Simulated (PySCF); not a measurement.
Fill in the blanks.

Species: C7H10NO (charge +1).
Z-matrix (Å and degrees, PBE0-D3(BJ)/def2-SVP geometry), rows numbered from 1:
```
C 
O   1  1.4140
C   2  1.3262  1  119.95
C   3  1.4056  2  125.07  1     0.09
C   4  1.3906  3  120.31  2   179.94
C   5  1.3946  4  121.37  3     0.01
C   6  1.3888  5  117.01  4     0.13
N   7  1.4770  6  118.63  5  -179.46
C   7  1.3833  6  123.70  5    -0.20
H   1  1.1020  2  111.22  3   -61.15
H   1  1.1020  2  111.20  3    61.57
H   1  1.0956  2  106.17  3  -179.80
H   4  1.0899  3  120.42  2    -0.14
H   5  1.0918  4  119.32  3   179.90
H   6  1.0925  5  120.81  4   179.98
H   8  1.0293  7  111.72  6  -130.30
H   8  1.0277  7  111.04  6   -10.55
H   8  1.0302  7  111.90  6   109.38
H   9  1.0925  3  118.29  2     0.08
```

```csv
property,level,value
"rotational constants A, B, C",PBE0-D3(BJ)/def2-SVP,"3.508, 1.104, 0.848 GHz"
HOMO energy,wB97X-D/def2-SVPD,-12.28 eV
LUMO energy,wB97X-D/def2-SVPD,?
lowest singlet excitation,TDDFT wB97X-D/def2-SVPD,?
strongest line among the 6 lowest singlet transitions,TDDFT wB97X-D/def2-SVPD,?
static isotropic polarisability,wB97X-D/def2-SVPD,90.7 au
electronic spatial extent ⟨r²⟩ about the centre of nuclear charge,wB97X-D/def2-SVPD,1328 bohr²
```

The electronic properties come from PySCF, for the isolated species, density fitting.

(1) Give the lowest singlet excitation.

(2) What is the strongest line among the 6 lowest singlet transitions?

(3) The LUMO energy?

## Answers

(1) 4.93 eV (251 nm, f = 0.060).

(2) S4 at 6.78 eV (183 nm, f = 0.614).

(3) -3.08 eV.

With B = h/(8π²I), that is 505.379 GHz u Å² over I, the principal moments of inertia are 144.1, 458.0 and 596.0 u Å² (most abundant isotopes); the inertial defect Ic − Ia − Ib is -6.1 u Å² (zero for a rigid planar frame, negative otherwise). The rotational constants make it an asymmetric top with κ = (2B − A − C)/(A − C) = -0.81, nearer the prolate limit (−1). The polarisability is 13.44 Å³ as a volume (1 au = 0.148185 Å³), or 1.37 au for each of the 66 electrons. The largest Löwdin shares of the HOMO are 0.25 on O2, 0.17 on C6, 0.13 on C9 and 0.12 on C3. The 6 singlets span 4.93 to 7.05 eV, and their oscillator strengths add up to 1.04.

One conformer stands for the species.
